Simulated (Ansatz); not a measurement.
One change: `[CH3][AlH][O]C[SiH3]` becomes `FCOC[SiH3]`.

Ansatz, PBE0-D4/def2-TZVP geometries, multiplicity 1. Each molecule was computed in one conformer, which needn't be the lowest.

| property | `[CH3][AlH][O]C[SiH3]` |
| --- | --- |
| HOMO–LUMO gap (ωB97M-V/def2-TZVPP) / eV | 10.79 |
| HOMO energy (PBE0/def2-TZVPP) / eV | -7.51 |
| LUMO energy (ωB97M-V/def2-TZVPP) / eV | 0.96 |
| LUMO energy (B3LYP/def2-TZVPP) / eV | -0.81 |
| LUMO energy (PBE/def2-TZVPP) / eV | -1.37 |
| HOMO–LUMO gap (PBE/def2-TZVPP) / eV | 4.81 |

Q: Give the same properties after the change, and the shifts. (Best estimate.)

A: Ansatz gave: 
```json
{"property": "HOMO–LUMO gap (ωB97M-V/def2-TZVPP) / eV", "`FCOC[SiH3]`": "12.47", "shift": "1.68"}
{"property": "HOMO energy (PBE0/def2-TZVPP) / eV", "`FCOC[SiH3]`": "-7.99", "shift": "-0.48"}
{"property": "LUMO energy (ωB97M-V/def2-TZVPP) / eV", "`FCOC[SiH3]`": "2.17", "shift": "1.21"}
{"property": "LUMO energy (B3LYP/def2-TZVPP) / eV", "`FCOC[SiH3]`": "0.41", "shift": "1.22"}
{"property": "LUMO energy (PBE/def2-TZVPP) / eV", "`FCOC[SiH3]`": "-0.14", "shift": "1.23"}
{"property": "HOMO–LUMO gap (PBE/def2-TZVPP) / eV", "`FCOC[SiH3]`": "6.40", "shift": "1.59"}
```

With PBE0 the HOMO falls by 0.48 eV and the LUMO rises by 1.26 eV, so the gap widens by about 1.74 eV. PBE moves the HOMO by -0.36 eV and ωB97M-V by -0.47 eV.

B3LYP here is the variant with VWN-RPA as its local correlation; programs differ in this.
